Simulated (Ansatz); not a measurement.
Species: CH7BO2Si (charge 0, singlet). 
Geometry from a B3LYP-D3(BJ)/def2-TZVP (Ansatz, a program for electronic structure) optimisation:
SMILES: C[SiH2]B(O)O
```xyz
12

C      2.2095     0.4441     0.2792
Si     0.8303    -0.7765    -0.1387
B     -0.9884     0.1312    -0.0397
O     -1.1591     1.4534     0.2890
O     -2.1060    -0.5970    -0.3110
H      2.2182     1.2844    -0.4193
H      3.1894    -0.0333     0.2290
H      2.0909     0.8431     1.2897
H      1.0587    -1.3231    -1.5018
H      0.8865    -1.9198     0.8094
H     -0.3432     1.9271     0.4720
H     -2.9192    -0.0788    -0.2378
```
Charge 0, spin multiplicity 1.

Property: vertical triplet-singlet gap (E(triplet) - E(singlet); each state is the SCF solution reached for its spin), in eV. Cores are frozen in the correlated levels unless marked. UHF or UKS for open shells. No spin-orbit coupling. Non-relativistic. CBS marks a two-point X^-3 extrapolation of the correlation energy; Hartree-Fock from the larger set. The bracket is a focal-point correction in the basis named.

RI-MP2/CBS(aug-cc-pV(T+d)Z,aug-cc-pV(Q+d)Z)+[CCSD(T)-MP2]/aug-cc-pV(T+d)Z (Ansatz) gives 5.78 eV.

Another calculation gave 5.65 eV. Which level was it?
A. BHLYP/def2-TZVPD (Ansatz)
B. B3LYP/def2-TZVPD (Ansatz)
C. PBE/def2-TZVPD (Ansatz)
D. wB97M-V/def2-TZVPD (Ansatz)

A, BHLYP/def2-TZVPD (Ansatz). The others give 5.46 (B3LYP), 5.15 (PBE), 5.78 (wB97M-V) eV.
